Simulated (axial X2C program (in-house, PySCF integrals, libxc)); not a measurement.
Estimating the spin–orbit splitting of the π levels of YCl

Computed with an in-house relativistic program for diatomic molecules. Spin-free means the one-electron spin-free X2C Hamiltonian; two-component (2c) means X2C with spin–orbit coupling and atomic mean-field two-electron Coulomb and Gaunt terms, so the difference of the two also holds small scalar two-electron terms. Basis: Y dyall-cv3z [11s12p9d6f3g], Cl dyall-av3z [9s8p3d2f] (cores contracted in-house); Gaussian nuclei, density fitting, unrestricted open shells. Masses: Y 88.906 u, Cl 34.969 u.

Hartree–Fock at 2.385 Å, closed shell. Valence p splittings ε(p3/2) − ε(p1/2) of spherical Dirac–Hartree–Fock atoms with fractionally filled p shells: Cl 3p 0.140 eV.

```csv
"filled π level (eV), spin-free",Y p share,Cl p share
-12.41,0.02,0.81
```

(1) In first order a p shell splits by 3ζ/2 and a π orbital by ζ. Estimate the splitting of each π level from the shares.

The two-component Hartree–Fock calculation gives:

| ε(ω = 1/2) (eV) | σ share of it | ε(ω = 3/2) (eV) | splitting (eV) | estimate (eV) |
| --- | --- | --- | --- | --- |
| -12.452 | 0.01 | -12.366 | 0.09 | 0.08 |

The estimate leaves out the mixing of π1/2 with σ1/2 levels, which pushes the ω = 1/2 spinor up or down, the d and f parts of the orbital, small shares of the strongly split outer-core p shell of a metal, the Gaunt term (absent from the atomic values), and the change of the atomic p orbitals with charge; Löwdin shares depend on the basis.

## Answers

(1) level -12.41 eV: (2/3) × (0.81 × 0.140) = 0.08 eV.
